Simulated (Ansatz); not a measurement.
C4HCoO4, charge -1, doublet, geometry from GFN2-xTB of the parent state (such geometries of metal compounds can be far from the true shape) (a state made from the parent by changing its charge; the spin is typed, not shown lowest) (a gas-phase anion, which may not be bound at this level); PBE/def2-SV(P) in Ansatz (a first-principles code).

The Ansatz input:
Ansatz 0.2 input:
```yaml
crystal:
  periodic: [false, false, false]
  atoms:
    - {symbol: Co, position_ang: [0.16866841, -0.21594632, 0.06853971]}
    - {symbol: O, position_ang: [2.11576714, 0.29848456, -2.06833429]}
    - {symbol: C, position_ang: [1.35421924, 0.10880843, -1.24378571]}
    - {symbol: O, position_ang: [0.72658796, 0.75338840, 2.78353125]}
    - {symbol: C, position_ang: [0.50304980, 0.38753436, 1.72901993]}
    - {symbol: O, position_ang: [-1.56131369, 1.99895132, -0.63445186]}
    - {symbol: C, position_ang: [-0.88158165, 1.12868977, -0.35823750]}
    - {symbol: O, position_ang: [-1.88689263, -2.27515241, -0.32693741]}
    - {symbol: C, position_ang: [-1.09826619, -1.46809481, -0.17680757]}
    - {symbol: H, position_ang: [1.02823552, -1.31645086, 0.41783143]}
basis:
  gaussian:
    orbitals: def2-SV_P_.json
hamiltonian:
  xc: pbe
total_charge: -1
magnetization: {spin_polarized: true, initial_magnetization: 1}
```
The basis file holds def2-SV(P) in the JSON format of the Basis Set Exchange.

The log (banner, timings and long lists left out):

```
Functional definition: PBE
1574 factors; their error is unknown
mean field evaluation 1: about -49933.7455 eV, gradient 7.2e1 eV
mean field evaluation 2: about -49742.0205 eV, gradient 2.3e2 eV
mean field evaluation 4: about -49943.9066 eV, gradient 3.1e1 eV
mean field evaluation 8: about -49945.5319 eV, gradient 1.9e1 eV
mean field evaluation 16: about -49947.2073 eV, gradient 6.4e0 eV
mean field evaluation 32: about -49947.5067 eV, gradient 9.0e-5 eV
mean field evaluation 64: about -49945.7715 eV, gradient 1.5e1 eV
mean field evaluation 96: about -49947.4677 eV, gradient 2.3e0 eV
mean field evaluation 128: about -49947.4576 eV, gradient 2.1e0 eV
mean field evaluation 160: about -49947.4710 eV, gradient 2.1e-2 eV
mean field evaluation 192: about -49947.4720 eV, gradient 8.6e-6 eV
mean field -49947.50674275 eV, -1835.5370171600 hartree, gradient 1.7e-6 eV, S^2 0.752884; 0 other end points of the search recorded, 0 dependent functions left out
reference -49947.50678753 eV, -1835.5370188057 hartree; 43, 42 occupied and 95, 96 virtual orbitals, 1574 factors
Total energy: -49947.50678753 eV, -1835.5370188057 hartree
```
